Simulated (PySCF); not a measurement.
These are PySCF with PBE-D3(BJ)/def2-TZVP // PBE0-D3(BJ)/def2-SVP values and carry that method's errors. All species are isolated molecules in the gas phase. One relaxed conformer stands for a flexible species; it need not be the lowest. Excitations are Tamm–Dancoff values on a coarser integration grid. The basis has no diffuse functions, so Rydberg states are missing or too high.

Reference species (SMILES): `Bc1c(C#C)ccc2ccsc12` (neutral, multiplicity 1).

```
Item                   Result
-------------------  --------
HOMO                 -5.66 eV
LUMO                 -3.20 eV
S1 excitation (TDA)   2.92 eV
```

Changed species: `Bc1ccc(C#C)c2ccsc12`.

**Question.** Predict the effect on the HOMO, LUMO and S1 excitation (TDA).

**Answer.** the HOMO drops by 0.05 eV, to -5.71 eV; the LUMO falls by 0.08 eV, to -3.28 eV; the S1 excitation (TDA) falls by 0.02 eV, to 2.90 eV.
